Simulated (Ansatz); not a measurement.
Frontier orbitals of C4H9Br, SMILES `CC(C)(C)Br`.

```xyz
14

C    -1.264   -0.715   -0.051
C     0.118   -0.170    0.243
C     1.058   -0.360   -0.929
C     0.067    1.275    0.693
Br    0.853   -1.229    1.759
H    -1.222   -1.768   -0.333
H    -1.922   -0.613    0.813
H    -1.699   -0.152   -0.884
H     1.121   -1.409   -1.220
H     2.061   -0.003   -0.694
H     0.681    0.212   -1.784
H    -0.334    1.888   -0.121
H     1.061    1.647    0.944
H    -0.578    1.396    1.564
```

The species carries charge 0 and has multiplicity 1. Correlated methods include outer-core shells of Br, which these sets cover unevenly. Scalar relativity is left out up to krypton. Geometry: relaxed with PBE0-D4/def2-TZVP. Basis def2-TZVPP, Ansatz.

(1) Compute the vertical ionisation energy as the energy of the cation minus that of the neutral molecule, at each level. (Estimate.)

Results:

(1) Computed: 
| level | IE (eV) | difference from CCSD(T)/def2-TZVPP |
| --- | --- | --- |
| PBE-D4/def2-TZVPP | 9.83 | -0.23 |
| r2SCAN-D4/def2-TZVPP | 9.94 | -0.12 |
| PBE0-D4/def2-TZVPP | 9.99 | -0.07 |
| B3LYP-D4/def2-TZVPP | 10.06 | 0.00 |
| ωB97X-V/def2-TZVPP | 10.09 | 0.03 |
| ωB97M-V/def2-TZVPP | 10.04 | -0.03 |
| B2PLYP/def2-TZVPP | 10.03 | -0.03 |
| HF/def2-TZVPP | 9.02 | -1.04 |
| MP2/def2-TZVPP | 10.20 | 0.14 |
| CCSD/def2-TZVPP | 10.01 | -0.06 |
| CCSD(T)/def2-TZVPP | 10.06 | 0.00 |
| HF/def2-QZVPP | 9.01 | -1.05 |
| MP2/def2-QZVPP | 10.32 | 0.26 |

B3LYP here is the variant with VWN-RPA as its local correlation; programs differ in this.
